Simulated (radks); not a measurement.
Initial-state core-level shifts of neutral magnesium when its valence configuration changes from [Ne] 3s2. All-electron calculation, scalar-relativistic Kohn-Sham, r2SCAN, spin-unpolarised, spherical densities, finite nucleus; meta-GGA in the generalised Kohn-Sham scheme; Fermi nuclear charge, rms radius 3.057 fm. Program: a radial shooting solver on a logarithmic mesh with Libxc functionals. Shifts are changes of the shell-averaged eigenvalues in eV (positive: less bound); the change of the density at the nucleus, which sets a Mossbauer isomer shift, is in e/bohr^3, on a base of 1161.

| valence | 1s | 2s | 2p | density at nucleus |
|---|---|---|---|---|
| 3s1.5 3p0.5 | -1.140 | -1.117 | -1.109 | -0.7226 |
| 3p2 | -4.260 | -4.155 | -4.126 | -3.0377 |
| 3s1 3p1 | -2.225 | -2.175 | -2.161 | -1.4712 |
| 3s0.5 3p1.5 | -3.259 | -3.182 | -3.161 | -2.2414 |
